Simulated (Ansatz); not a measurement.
`[SiH3][O][Cd][Cl]` at its PBE0-D4/def2-TZVP geometry, where that method's forces vanish. Charge 0, multiplicity 1. Cd takes the def2 core potential.

```xyz
7

Si   -0.4942   -0.4352    1.0752
O     0.7359   -0.3063    0.0184
Cd    1.0078    0.5936   -1.6930
Cl    1.4269    1.5921   -3.6714
H    -1.7034   -1.0464    0.4472
H    -0.0664   -1.2935    2.2117
H    -0.9065    0.8957    1.6120
```

Q: What forces (eV/Å) does ωB97M-V/def2-TZVPP give on these atoms in Ansatz 0.2.0? (Best estimate.)

A: Ansatz gave: 
```
Si1 -0.118 -0.061  0.176
O2  -0.021  0.024 -0.025
Cd3  0.024 -0.004 -0.009
Cl4  0.000  0.010 -0.016
H5   0.134  0.071  0.064
H6  -0.067  0.106 -0.126
H7   0.047 -0.145 -0.064
```
